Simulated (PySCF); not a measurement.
## How the method changes the constants of PtF

State: ²Σ⁺ (doublet), unpaired electrons σ ↑. Set-up: basis Pt def2-TZVPP with ECP60, F def2-TZVPP; scalar-relativistic core potentials; PySCF 2.14. De refers to Pt (5d9 6s1) + F in their high-spin ground configurations, without counterpoise correction. The functionals are run spin-unrestricted. A positive dipole means Pt(−)F(+).

| Level | Re (Å) | ωe (cm⁻¹) | De (eV) | μ (D) |
| --- | --- | --- | --- | --- |
| UHF | 1.929 | 552 | n/a | -5.34 |
| UHF-MP2 | 1.863 | 651 | n/a | n/a |
| UHF-SCS-MP2 | 1.875 | 629 | n/a | n/a |
| PBE | 1.898 | 592 | 3.91 | -3.10 |
| PW91 | 1.896 | 595 | 3.93 | -3.11 |
| BP86 | 1.898 | 594 | 3.85 | -3.11 |
| r²SCAN | 1.882 | 620 | 3.63 | -3.27 |
| TPSSh | 1.890 | 610 | 3.59 | -3.44 |
| PBE0 | 1.886 | 608 | 3.44 | -3.66 |
| M06-2X | 1.901 | 588 | 3.40 | -4.14 |
| ωB97M-V | 1.901 | 594 | 3.68 | -4.00 |

**Question.** What does a quarter of exact exchange do here, going from PBE to PBE0?

**Answer.** PBE0 less PBE: -1.2 pm in Re, +2.7 % in ωe, -0.47 eV in De. Exact exchange removes part of the self-interaction that spreads semilocal densities, and in most molecules shortens and stiffens the bond and lowers De; so it does here.

**Question.** What does the step from GGA to meta-GGA do here, going from PBE to r²SCAN?

**Answer.** r²SCAN less PBE: -1.6 pm in Re, +4.7 % in ωe, -0.28 eV in De. 

**Question.** What does second-order correlation do here, going from UHF to UHF-MP2?

**Answer.** UHF-MP2 less UHF: -6.6 pm in Re, +17.9 % in ωe. Correlation nearly always deepens the well. The bond shortens, as in weak, metallic or heavy-atom bonds, where dispersion and the correlation of outer-core electrons pull the atoms together.

Correlated steps freeze 1 core orbital. The metal atom is held in its measured ground configuration; semilocal functionals can put another filling of s and d lower by some tenths of an eV, and De to that atom would be smaller. Spin–orbit coupling is left out, which matters for elements this heavy, above all for dissociation energies. With d or f electrons several states lie close, and the lowest PBE0 determinant need not be the measured ground state.
